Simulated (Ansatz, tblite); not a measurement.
Cost and result up the ladder for [WOCl4]- (WCl4O⁻) (6 atoms). Total charge -1; doublet. Geometry: PBE-D4/def2-SVPD.

Cartesian coordinates in Å:
```
W 0.074 0.108 0.055
O 0.954 1.404 0.721
Cl 0.719 -1.818 1.313
Cl 1.454 -0.777 -1.684
Cl -1.237 1.056 -1.704
Cl -1.965 0.026 1.299
```

Ansatz on 4 threads of AMD EPYC 7R43 on a shared host; xTB runs through tblite on one thread. Times are rough, summed over both states, and most runs start from the orbitals of an earlier one. PBE0-D4/def2-TZVPD serves as the yardstick here, not as an exact answer. The other state is a singlet.

In the def2 sets W takes a core potential; there is no spin–orbit coupling. The xTB rows come from tblite. No other spin state of charge -1 was run.

Raw xTB energies of ions are shifted by several eV, and xTB has no spin-polarisation term.

```json
{"level": "GFN2-xTB", "functions": "49", "wall time": "0.065 s"}
{"level": "GFN1-xTB", "functions": "49", "wall time": "0.11 s"}
{"level": "PBE-D4/def2-TZVPD", "functions": "267", "wall time": "20 s"}
{"level": "BLYP-D4/def2-TZVPD (with forces)", "functions": "267", "wall time": "24 s"}
{"level": "PBE0-D4/def2-TZVPD", "functions": "267", "wall time": "47 s"}
```

(1) Estimate what each level gives for the vertical IE (eV).

Results:

(1) 
```csv
level,vertical IE (eV),difference from PBE0-D4/def2-TZVPD (eV)
GFN2-xTB,8.06,4.03
GFN1-xTB,8.51,4.48
PBE-D4/def2-TZVPD,3.45,-0.57
BLYP-D4/def2-TZVPD (with forces),3.34,-0.69
PBE0-D4/def2-TZVPD,4.03,0.00
```
